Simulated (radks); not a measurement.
Effect of the nuclear size on the promethium ion Pm3+, [Xe] 4f4. Method: Dirac Kohn-Sham, PBE, spin-unpolarised, spherical densities, finite nucleus; open shells are shared between the two j in proportion to 2j + 1; Fermi nuclear charge, rms radius 4.962 fm; computed with a radial shooting solver on a logarithmic mesh with Libxc functionals. The rms radius is varied about that value; shifts are against it.

| rms radius (fm) | total energy shift (eV) | density at nucleus (e/bohr^3) | 1s1/2 shift (meV) | 2s1/2 shift (meV) | 4p1/2 shift (meV) | 5s1/2 shift (meV) | 5p1/2 shift (meV) | 4f7/2 shift (meV) | 6s1/2 (empty) shift (meV) |
|---|---|---|---|---|---|---|---|---|---|
| 4.0986 | -4.67 | 5.149e+05 | -1930 | -243 | 0.452 | -2.00 | 0.124 | 0.336 | -0.390 |
| 4.5055 | -2.56 | 5.038e+05 | -1060 | -133 | 0.247 | -1.09 | 0.068 | 0.184 | -0.214 |
| 4.962 | 0 | 4.927e+05 | 0.000 | 0.000 | 0.000 | 0.000 | 0.000 | 0.000 | 0.000 |
| 5.3738 | 2.47 | 4.837e+05 | 1020 | 128 | -0.238 | 1.05 | -0.065 | -0.177 | 0.206 |
| 5.8849 | 5.74 | 4.737e+05 | 2380 | 298 | -0.554 | 2.45 | -0.152 | -0.412 | 0.480 |

Slopes of the eigenvalues against <r^2> in GHz/fm^2, as finite differences over the two radii next to the reference (eigenvalue slopes, not the field-shift constants of lines): 1s1/2 58600, 2s1/2 7360, 4p1/2 -13.7, 5s1/2 60.5, 5p1/2 -3.76, 4f7/2 -10.2, 6s1/2 (empty) 11.8.
